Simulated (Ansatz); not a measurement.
`[SiH3]/C=C\S` + `O[Si](O)(F)Cl` → `O[Si](F)(Cl)O[SiH3]` + `C=CS`  (ligand exchange at the Si–C bond)

Program: Ansatz. Geometries: PBE0-D4/def2-TZVP. ΔE: electronic, gas phase. CCSD(T)/CBS is the MP2 limit (def2-TZVPP, def2-QZVPP) plus CCSD(T) − MP2 in def2-TZVPP, frozen cores. This one scheme is used for every species. Functionals use def2-TZVPP. B3LYP here is the variant with VWN-RPA as its local correlation; programs differ in this. One conformer a species, not always the lowest.

Q: Is it downhill or uphill in electronic energy at CCSD(T)/CBS, and by how much? (An estimate is asked.)

A: The calculation gave: Downhill: ΔE = -101.6 kJ/mol.

Q: What do these levels give: PBE-D4, PBE0-D4, B2PLYP, r2SCAN, PBE0, B3LYP, CCSD/def2-TZVPP, CCSD(T)/def2-TZVPP, HF/def2-QZVPP, MP2/def2-QZVPP, HF/CBS(def2), MP2/CBS(def2)? (Best estimate.)

A: Ansatz gave: PBE-D4 -82.1, PBE0-D4 -90.1, B2PLYP -104.1, r2SCAN -95.1, PBE0 -90.8, B3LYP -104.5, CCSD/def2-TZVPP -106.2, CCSD(T)/def2-TZVPP -101.1, HF/def2-QZVPP -131.9, MP2/def2-QZVPP -101.0, HF/CBS(def2) -132.2, MP2/CBS(def2) -100.4 kJ/mol.

Largest T1 diagnostic among the species: 0.013.

From PBE to PBE0 (25 % exact exchange), in def2-TZVPP and without D4, ΔE moves by −7.7 kJ/mol. In def2-TZVPP, CCSD(T) changes the Hartree–Fock value by +28.2 kJ/mol (the triples alone add +5.1 kJ/mol) and MP2 by +29.5 kJ/mol.
